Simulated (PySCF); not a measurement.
Species: C5H10N2OSi.
Cartesian coordinates in Å at the PBE0-D3(BJ)/def2-SVP level; atoms count from 1:
```
atom  x, y, z in Å
C1     1.0653    3.0389    0.2250
C2     0.7396    1.8744    0.0788
Si3    0.2346    0.1126   -0.1031
O4     1.6473   -0.7460   -0.0786
C5     2.8386   -0.4719    0.5990
N6    -0.7280   -0.2488   -1.4789
C7    -1.8995   -1.0188   -1.0917
C8    -2.2501   -0.5816    0.3335
N9    -0.9870   -0.3608    1.0183
H10    1.3434    4.0708    0.3463
H11    3.6734   -0.9553    0.0675
H12    3.0467    0.6117    0.6555
H13    2.8154   -0.8723    1.6282
H14   -0.3393   -0.4591   -2.3890
H15   -2.7542   -0.8305   -1.7633
H16   -1.7052   -2.1103   -1.1035
H17   -2.8686    0.3376    0.2917
H18   -2.8552   -1.3612    0.8278
H19   -1.0562   -0.0082    1.9641
```

Theory: TDDFT PBE0/def2-SVPD, vertical, gas phase, core orbitals frozen in the response in PySCF 2.14.0, density-fitted response routines.

Kohn–Sham orbitals with the atoms that hold most of them (Löwdin shares over 4%, at most four atoms; ? is withheld):

| orbital | ε (eV) | atoms |
| --- | --- | --- |
| HOMO-3 | -8.27 | C2 41%, C1 41%, Si3 4% |
| HOMO-2 | -8.17 | O4 47%, C5 12%, C2 10%, C1 9% |
| HOMO-1 | -7.19 | ? |
| HOMO | -6.51 | ? |
| LUMO | -0.01 | C1 32%, C2 30%, Si3 14%, H10 6% |
| LUMO+1 | 0.34 | C1 34%, C2 32%, Si3 9%, H10 8% |
| LUMO+2 | 0.65 | Si3 20%, C1 8%, H19 8%, C5 8% |

Give the leading atoms of the HOMO-1.

N6 (bonded to C, Si and H) 30%; N9 (bonded to C, Si and H) 25%; C7 (bonded to C, N and 2 H) 8%; Si3 (bonded to C, 2 N and O) 7%. By element: nitrogen 55%, carbon 8% or more, silicon 7%.

Give the leading atoms of the HOMO.

N9 (bonded to C, Si and H) 33%; N6 (bonded to C, Si and H) 28%; C8 (bonded to C, N and 2 H) 7%; C7 (bonded to C, N and 2 H) 6%. By element: nitrogen 61%, carbon 14% or more.

How does S1 compare with the orbital gap of 6.50 eV?

S1 is at 5.41 eV (f = 0.028), 1.09 eV below the gap, made of HOMO→LUMO (96%). 

Give energy, strength and leading configuration of S1 and S2, and follow the Löwdin shares of the leading atoms from the occupied to the empty orbital.

- S1 (5.41 eV, f 0.028), HOMO→LUMO (96%): N9 33% → at most 7%, N6 28% → at most 7%, C1 at most 7% → 32%, C2 at most 7% → 30%
- S2 (5.73 eV, f 0.0071), HOMO→LUMO+1 (75%): N9 33% → at most 8%, N6 28% → at most 8%, C1 at most 7% → 34%, C2 at most 7% → 32%

One conformer stands for the species.
